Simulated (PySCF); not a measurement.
H3O3Ta, SMILES [OH][Ta]([OH])[OH] (connectivity only; charge and spin as stated), neutral, multiplicity 3. Atoms are numbered in the order given.

```xyz
7

Ta    -0.0005     0.0698     0.0000
O     -0.0024     0.6321    -1.8148
H     -0.0355     1.0971    -2.6508
O      0.1056    -1.8736     0.0000
H     -0.6982    -2.4163     0.0000
O     -0.0024     0.6321     1.8148
H     -0.0355     1.0971     2.6508
```
Charge 0, spin multiplicity 3.

Geometry optimised at r2SCAN-D4/def2-SVP. The spin state was assumed, not searched. The def2 effective core potentials stand for the cores of Ta; spin–orbit coupling is left out. One conformer was computed; it need not be the lowest.

Method: PBE/def2-TZVPD run with PySCF.

Mulliken values depend strongly on the basis, most of all with diffuse functions as here. ESP charges are fitted to the potential on shells at 1.4 to 2.0 van der Waals radii. Atomic charges (e):

```csv
atom,Mulliken,ESP fit,Mulliken spin
Ta1,0.84,…,2.23
O2,-0.50,…,-0.11
H3,0.25,…,0.01
O4,-0.61,…,-0.07
H5,0.26,…,0.04
O6,-0.50,…,-0.11
H7,0.25,…,0.01
```

Complete the blanks. (Estimate from the structure and the level; the computed values follow.)


- Ta1, ESP fit: 0.66
- O2, ESP fit: -0.66
- H3, ESP fit: 0.43
- O4, ESP fit: -0.52
- H5, ESP fit: 0.31
- O6, ESP fit: -0.66
- H7, ESP fit: 0.43
